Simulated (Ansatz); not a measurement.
Cost and result for the atomization energy of `N[Si@H](F)S[Si@@H](N)O` (14 atoms, 13 bonds).

```xyz
14

N    -0.521    2.848    0.574
Si   -0.267    1.415   -0.289
O     1.286    0.952   -0.175
S    -1.518   -0.188    0.522
Si   -0.554   -1.887   -0.236
N     1.110   -1.874    0.235
F    -0.478   -1.927   -1.830
H    -1.197    3.526    0.268
H    -0.276    2.952    1.544
H    -0.727    1.664   -1.673
H     1.436   -0.010   -0.100
H    -1.331   -3.074    0.183
H     1.308   -1.882    1.226
H     1.728   -2.513   -0.247
```

The species carries charge 0 and has multiplicity 1. All single points use the PBE0-D4/def2-TZVP geometry. It is one conformer, not always the lowest. Program: Ansatz. All runs use 2 threads of an AMD EPYC 7R13 on a shared host and a share of an NVIDIA H100 80 GB. Times are those of one run each, without the atoms' runs, and a repeat can differ threefold. Electronic energies, without spin–orbit coupling; frozen cores. CCSD(T)/CBS adds CCSD(T) − MP2 in def2-TZVPP to the MP2 limit, and its time is that of the two runs behind it. T1 = 0.012. B3LYP takes the VWN-RPA correlation (the form of Gaussian; ORCA's B3LYP/G).

CCSD(T)/CBS is a level of theory with its own doubt, some kJ/mol a heavy atom from the limit and from the frozen cores, so smaller differences don't rank the functionals.

| level | functions | wall time | atomization (kcal/mol) | difference from CCSD(T)/CBS | per bond |
| --- | --- | --- | --- | --- | --- |
| PBE0-D4/def2-TZVPP | 348 | 5.5 s | 1225.3 | -14.8 | -1.1 |
| r2SCAN-D4/def2-TZVPP (with forces) | 348 | 7.5 s | 1233.6 | -6.5 | -0.5 |
| PBE-D4/def2-TZVPP (with forces) | 348 | 8 s | 1250.9 | 10.8 | 0.8 |
| B2PLYP/def2-TZVPP | 348 | 8.5 s | 1218.0 | -22.1 | -1.7 |
| MP2/def2-QZVPP | 648 | 11 s | 1249.3 | 9.2 | 0.7 |
| B3LYP-D4/def2-TZVPP (with forces) | 348 | 12 s | 1233.0 | -7.1 | -0.5 |
| ωB97X-V/def2-TZVPP | 348 | 14 s | 1242.9 | 2.8 | 0.2 |
| ωB97M-V/def2-TZVPP (with forces) | 348 | 15 s | 1242.6 | 2.5 | 0.2 |
| CCSD(T)/def2-TZVPP | 348 | 31 s | 1195.6 | -44.5 | -3.4 |
| CCSD(T)/CBS(def2) | – | 42 s | 1240.1 | 0.0 | 0.0 |

The D4 term adds +16.3 kcal/mol with B3LYP and +8.6 kcal/mol with PBE0; it sums over pairs of atoms, weighted by their polarisabilities, and B3LYP, whose exchange is more repulsive, gets the larger term. In def2-TZVPP, CCSD(T) changes the Hartree–Fock value by +335.0 kcal/mol (the triples alone add +20.4 kcal/mol) and MP2 by +362.0 kcal/mol; breaking electron pairs costs correlation energy, which Hartree–Fock lacks. From PBE to PBE0 (25 % exact exchange), in def2-TZVPP and without D4, the atomization energy moves by −24.1 kcal/mol: exact exchange takes away binding that semilocal exchange gives to molecules.
